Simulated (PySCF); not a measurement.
# Working out the ionisation energy of Cl²⁺

Cl²⁺ [Ne] 3s2 3p3 (4S) → Cl³⁺ [Ne] 3s2 3p2 (3P). Computed with PySCF 2.14 in aug-cc-pwCVDZ (6s5p3d, 36 functions), with no relativity, point nucleus. Frozen: [Ne]. Energies in hartree (1 hartree = 27.21139 eV):

| part | Cl²⁺ (lower) | Cl³⁺ (upper) |
| --- | --- | --- |
| UHF | -458.210800 | -456.779066 |
| CCSD correlation | -0.097861 | -0.083243 |
| (T) | -0.001198 | -0.000975 |

Problem. What does Hartree-Fock give?

Solution. (-456.779066) − (-458.210800) = 1.431734 hartree = 38.959 eV.

Problem. What do CCSD and CCSD(T) give?

Solution. The CCSD correlation energies differ by 0.014618 hartree = 0.398 eV and the triples by 0.000223 hartree = 0.006 eV, so CCSD gives 39.357 eV and CCSD(T) 39.363 eV.

A first-order spin-orbit estimate adds -0.098 eV to CCSD(T) (valence), giving 39.265 eV against 39.8 ± 0.11 eV (semi-empirical (NIST evaluation); NIST Atomic Spectra Database, ionization energies).

A double-zeta basis recovers only part of the correlation energy.

What remains against the reference includes basis incompleteness, the frozen core and higher excitations.
